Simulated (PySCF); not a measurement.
Geometry:
| atom | x (Å) | y (Å) | z (Å) |
| --- | --- | --- | --- |
| C1 | -2.440 | -0.322 | -1.061 |
| C2 | -1.316 | -0.080 | -0.388 |
| C3 | -0.003 | -0.445 | -0.880 |
| C4 | 1.066 | -0.155 | -0.123 |
| C5 | 2.471 | -0.473 | -0.503 |
| Si6 | 0.537 | 0.700 | 1.468 |
| C7 | -1.296 | 0.601 | 0.960 |
| H8 | -3.404 | -0.040 | -0.674 |
| H9 | -2.433 | -0.809 | -2.022 |
| H10 | 0.070 | -0.940 | -1.841 |
| H11 | 2.924 | -1.122 | 0.246 |
| H12 | 2.522 | -0.967 | -1.473 |
| H13 | 3.064 | 0.441 | -0.542 |
| H14 | 1.041 | 2.071 | 1.596 |
| H15 | 0.855 | -0.062 | 2.681 |
| H16 | -1.765 | 1.582 | 0.880 |
| H17 | -1.900 | 0.032 | 1.666 |

PySCF 2.14 calculation with coordinates at the GFN2-xTB level and GIAO PBE0/pcSseg-1 shieldings; gas phase, non-relativistic Hamiltonian, rapidly exchanging positions averaged, one computed conformer.

Chemical shifts δ = σref − σ; TMS for ¹³C, ¹H, ²⁹Si, all at this level.

| atoms | nucleus | count | Hirshfeld charge | δ (ppm) |
| --- | --- | --- | --- | --- |
| H16/H17 | ¹H | 2 | 0.04 | ? |
| H9 | ¹H | 1 | 0.04 | 5.50 |
| H11/H12/H13 | ¹H | 3 | 0.04 | 2.23 |
| H14/H15 | ¹H | 2 | -0.08 | 4.66 |
| C5 | ¹³C | 1 | -0.12 | 23.5 |
| Si6 | ²⁹Si | 1 | 0.33 | ? |
| C1 | ¹³C | 1 | -0.12 | ? |
| C7 | ¹³C | 1 | -0.16 | 13.6 |
| C4 | ¹³C | 1 | -0.08 | 152.7 |
| C2 | ¹³C | 1 | 0.00 | ? |
| H10 | ¹H | 1 | 0.05 | 6.99 |
| C3 | ¹³C | 1 | -0.05 | 158.3 |
| H8 | ¹H | 1 | 0.04 | 5.30 |

Complete the table.

Answers


- C2: 159.7 ppm, fully substituted alkene carbon; an sp2 carbon of a C=C bond
- C1: 118.2 ppm, terminal =CH2 carbon; the olefinic region
- H16/H17: 1.89 ppm, hydrogen on an allylic sp3 CH2 bonded to Si; allylic position
- Si6: -32.0 ppm, silicon bonded to 2 C, 2 H, in a 5-membered ring

Shifts are as computed. Against solution values, carbons near 30 ppm lie about +3 ppm off and those near 130 ppm about +5 ppm. Of 1211 compounds with measured shifts, 218 miss one by over three times the rms of a fit or turn the order of signals round; such compounds aren't used in these exercises.
